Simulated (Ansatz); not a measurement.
Species: C2H4Si, charge 0, singlet. C2H4Si (ethynylsilane, SMILES C#C[SiH3]).
B3LYP-D3(BJ)/def2-TZVP minimum from Ansatz (a program for electronic structure):
```xyz
7

Si    -0.9406    -0.0969    -0.4761
C      0.6810     0.0702     0.3447
C      1.7520     0.1806     0.8869
H     -1.0532     0.9143    -1.5489
H     -1.0582    -1.4514    -1.0572
H     -2.0161     0.1117     0.5168
H      2.6972     0.2780     1.3653
```

Total energies in hartree (Ansatz). Radicals and triplets start from unrestricted determinants; spin-orbit coupling is neglected. Cores are frozen in correlated methods. No relativity. Where a partner has so few electrons that a lower coupled-cluster level is exact, that level stands in.

| species | HF/cc-pV(T+d)Z | CCSD(T)/cc-pV(T+d)Z | HF/cc-pV(Q+d)Z | CCSD(T)/cc-pV(Q+d)Z | CCSD(T)/cc-pV(D+d)Z | CCSDT(Q)/cc-pV(D+d)Z |
|---|---|---|---|---|---|---|
| 1: C2H4Si (SMILES C#C[SiH3]) | -366.97995 | -367.46036 | -366.98866 | -367.49348 | -367.34733 | -367.34940 |
| 2: Si (triplet) | -288.85649 | -288.93344 | -288.85845 | -288.93781 | -288.91643 | -288.91690 |
| 3: C (triplet) | -37.69157 | -37.78076 | -37.69331 | -37.78654 | -37.76038 | -37.76071 |
| 4: H (doublet) | -0.49981 | -0.49981 | -0.49995 | -0.49995 | -0.49928 | -0.49928 |

### Question
Work out the atomisation energy (electronic, to ground-state atoms) in kcal/mol: take Hartree-Fock from cc-pV(Q+d)Z, extrapolate the CCSD(T) correlation energy as X^-3 (X = 3, 4), and add CCSDT(Q) - CCSD(T) in cc-pV(D+d)Z. 1 hartree = 627.51 kcal/mol.

### Answer

Species 1: correlation (64·(-0.50482) - 27·(-0.48041))/37 = -0.52263; step -0.00207; E1 = -366.98866 + (-0.52263) + (-0.00207) = -367.51336
Species 2: correlation (64·(-0.07936) - 27·(-0.07695))/37 = -0.08112; step -0.00047; E2 = -288.85845 + (-0.08112) + (-0.00047) = -288.94004
Species 3: correlation (64·(-0.09323) - 27·(-0.08919))/37 = -0.09618; step -0.00033; E3 = -37.69331 + (-0.09618) + (-0.00033) = -37.78982
Species 4: correlation (64·(0.00000) - 27·(0.00000))/37 = 0.00000; step +0.00000; E4 = -0.49995 + (0.00000) + (+0.00000) = -0.49995
-1·E1 +1·E2 +2·E3 +4·E4 = 0.99388 hartree = 623.7 kcal/mol.
